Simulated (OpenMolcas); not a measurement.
**Ge II: thermal populations, the spin-orbit constant, worked from levels**

* Program: OpenMolcas
* Basis: ANO-RCC-VTZP [6s5p3d1f]
* Scalar Hamiltonian: DKH2, point nucleus
* Active space: 3 electrons in 4 orbitals (4s 4p)
* State averaging: 2S+1 = 4 odd, 1 root (0 in the spin-orbit step); 2S+1 = 2 odd, 3 roots; 2S+1 = 4 even, 3 roots; 2S+1 = 2 even, 9 roots
* Spin-orbit coupling: state interaction with AMFI integrals over the reference wave functions, term energies averaged over their components

Methods: CASSCF; SS-CASPT2, IPEA 0.25 Eh, imaginary shift 0.1 Eh (closed shells correlated: 3d). Measured levels: NIST Handbook of Basic Atomic Spectroscopic Data.

**Thermal populations.** Z = Σ (2J + 1) exp(-E/kT) with k = 0.695035 cm-1/K, over the levels below. No other level of either list lies under 62400 cm-1, which is above 7 kT at each temperature.

```json
{"Level": "4s² 4p ²P°_1/2", "2J + 1": "2", "SS-CASPT2": "0.0", "measured": "0.0"}
{"Level": "4s² 4p ²P°_3/2", "2J + 1": "4", "SS-CASPT2": "1597", "measured": "1767"}
{"Level": "4s 4p² ⁴P_1/2", "2J + 1": "2", "SS-CASPT2": "48994", "measured": "51576"}
{"Level": "4s 4p² ⁴P_3/2", "2J + 1": "4", "SS-CASPT2": "49586", "measured": "52291"}
{"Level": "4s 4p² ⁴P_5/2", "2J + 1": "6", "SS-CASPT2": "50498", "measured": "53367"}
```

| T (K) | Z, SS-CASPT2 | Z, measured levels | Ground level (%), SS-CASPT2 | Ground level (%), measured levels |
| --- | --- | --- | --- | --- |
| 5000 | 4.526 | 4.406 | 44.2 | 45.4 |
| 8000 | 5.003 | 4.912 | 40.0 | 40.7 |
| 12000 | 5.333 | 5.258 | 37.5 | 38.0 |

At 12000 K, kT = 8340 cm-1, and the computed levels give Z = 2.000 + 3.303 + 0.006 + 0.010 + 0.014 = 5.333.

**The spin-orbit constant.** For the Hund term ²P° of p1, E(J) = (A/2) J(J+1) + constant and ζ = 2S·A = A. From J = 1/2 to J = 3/2 the energy changes by 1.5 A.

```
   Source  E(3/2) - E(1/2)       A     ζ
   CASSCF           1596.9  1064.6  1065
SS-CASPT2           1596.9  1064.6  1065
 measured           1767.4  1178.3  1178
```

All in cm-1. SS-CASPT2 is off by -9.6 % and CASSCF by -9.6 %. Both methods take the spin-orbit matrix elements from the reference wave functions, so the second can move ζ only through the term energies and any multistate remixing.

Some high roots are left out of the spin-orbit mixing, which shifts the levels that they would mix with. Terms of s pⁿ other than that of highest spin mix with s² pⁿ⁻² d, which this space lacks; all of them can be thousands of cm-1 off, and some have no real level of that name. Without dynamic correlation excited terms often stand tens of per cent too high (terms of higher spin than the ground term too low), and those without a measured partner can miss by more than the paired ones (holds for CASSCF). Measured partners are found by configuration, term and J. A level has none where our copy of the source lacks it or the pairing is in doubt (some pairs that miss far off the trend of their configuration count as doubtful), and it then counts in no deviation. Only configurations of the active space appear.

° marks odd parity.
